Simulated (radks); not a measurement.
Results of a calculation; reference values are marked as such.
Excited configurations of Pt+: one electron is placed in a higher orbital outside [Xe] 4f14 5d8. The ground configuration is [Xe] 4f14 5d9. Code: a radial shooting solver on a logarithmic mesh with Libxc functionals. Model: scalar-relativistic Kohn-Sham, PBE, spin-polarised, spherical densities, point nucleus; open shells are filled with parallel spins first (spin-orbit coupling, left out, can overturn this in heavy ions). Excitation = E - E(ground); binding = E(ion) - E, where the ion is the core of charge +2; n* = 2/sqrt(2 binding) in atomic units, and the quantum defect is n - n*.

| outer orbital | excitation (eV) | binding (eV) | n* | quantum defect | eigenvalue (eV) | <r> (bohr) |
|---|---|---|---|---|---|---|
| 5f | 15.771 | 3.670 | 3.851 | 1.149 | -2.620 | 8.287 |
| 6s | 0.922 | 18.520 | 1.714 | 4.286 | -14.608 | 2.607 |
| 6p | 7.881 | 11.561 | 2.170 | 3.830 | -8.601 | 3.443 |
| 6d | 13.661 | 5.781 | 3.068 | 2.932 | -4.258 | 5.945 |
| 7s | 12.276 | 7.166 | 2.756 | 4.244 | -5.744 | 6.041 |
| 7p | 13.973 | 5.469 | 3.155 | 3.845 | -4.324 | 7.480 |
| 7d | 15.950 | 3.492 | 3.948 | 3.052 | -2.708 | 11.01 |
| 7f | 17.633 | 1.809 | 5.485 | 1.515 | -1.426 | 21.05 |

The Delta-SCF ionisation energy is 19.442 eV (NIST Atomic Spectra Database: 18.6 eV, measured). Self-interaction in the functional shifts the binding energies and quantum defects, so they are the method's values and not measured ones. Open shells are spherical and high-spin; term and fine-structure splittings are not resolved. Spin-orbit splitting is averaged out at the scalar-relativistic level.
